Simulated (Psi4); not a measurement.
CHN, triplet, at a GFN2-xTB geometry (a higher spin typed on purpose: for a closed-shell molecule this is an excited state). Base run: CCSD(T)/def2-SVP in Psi4.

Input for Psi4:
```
memory 2 GB

molecule mol {
0 3
C    -0.452709    0.357572   -0.088213
N     0.581144   -0.259910    0.075036
H    -1.351757   -0.326060    0.004025
}

set {
  basis def2-svp
  reference uhf
}

energy('ccsd(t)')
print_variables()
```

The base run was repeated with changes; each row names its change, and settings that it needs were set with it.

```
change            ΔE vs base (mEh)  MP2 correlation (Eh)  basis functions        outcome
----------------  ----------------  --------------------  ---------------  -------------
base                         0.000              -0.22806               33      converged
method = omp2               30.972              -0.22797               33      converged
method = scs-mp2            41.868              -0.22806               33      converged
puream = off               -14.933              -0.23795               35      converged
method = ccsd                9.399              -0.22806               33      converged
method = cisd                    -                     -                -  input refused
method = mp2.5              29.176              -0.22797               33      converged
method = mp2                39.211              -0.22797               33      converged
method = mp3                19.141              -0.22797               33      converged
freeze_core = on             4.506              -0.22328               33      converged
```

Open shells are given as the SCF converged; they aren't shown to be the lowest states, and a large step between rows can be another state.

- method = cisd: ended with `psi4.driver.p4util.exceptions.MissingMethodError: Method=cisd is not available for any derivative level under conditions CI_TYPE=CONV, REFERENCE=UHF, FREEZE_CORE=FALSE, QC_MODULE=(auto). See https://psicode.org/psi4manual/master/introduction.html#ss-cisd. Or d`
